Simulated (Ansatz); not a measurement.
Calculated with Ansatz (gas phase, PBE0-D4/def2-TZVP geometries, no zero-point term in ΔE). CCSD(T)/CBS adds triple-zeta CCSD(T) − MP2 to the extrapolated MP2 energy (def2 sets, frozen cores). DFT in def2-TZVPP. Each species was taken in one conformer, which may not be the lowest.

Reaction (redistribution): `O[SiH2]O[SiH2][SiH3]` + `[CH3][Al]([OH])[OH]` → `O[SiH2][Al]([OH])[OH]` + `CO[SiH2][SiH3]`

```tsv
level	ΔE (kcal/mol)
B2PLYP	56.0
CCSD/CBS(def2)	57.0
```

(1) What does CCSD(T)/CBS give? (Estimate.)

Largest T1 diagnostic among the species: 0.013.

Results:

(1) The calculation gave: +56.6 kcal/mol. The listed levels differ from it by -0.6, 0.4 kcal/mol.

The D4 term adds +0.9 kcal/mol with B3LYP and +0.5 kcal/mol with PBE0; it sums over pairs of atoms, weighted by their polarisabilities, and B3LYP, whose exchange is more repulsive, gets the larger term. From PBE to PBE0 (25 % exact exchange), in def2-TZVPP and without D4, ΔE moves by +2.5 kcal/mol.

B3LYP here is the variant with VWN-RPA as its local correlation; programs differ in this.
